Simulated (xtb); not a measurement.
FH2O2Sb, SMILES [OH][Sb]([OH])[F]. All values are semi-empirical tight-binding results from xtb (GFN2-xTB unless named), good for trends rather than for accurate numbers. Coordinates come from a GFN2-xTB optimisation. The values are those of a single conformer.

For metal compounds this method's bond lengths and energies can be far off.

Q: Estimate the properties. (An estimate is asked for; the answer gives what the named calculation found.)

A: 
```
Property                                      Result
-------------------------------------  -------------
orbital gap                                  5.35 eV
zero-point energy                      16.1 kcal/mol
G − E(el) at 298.15 K (modified RRHO)  -3.6 kcal/mol
```
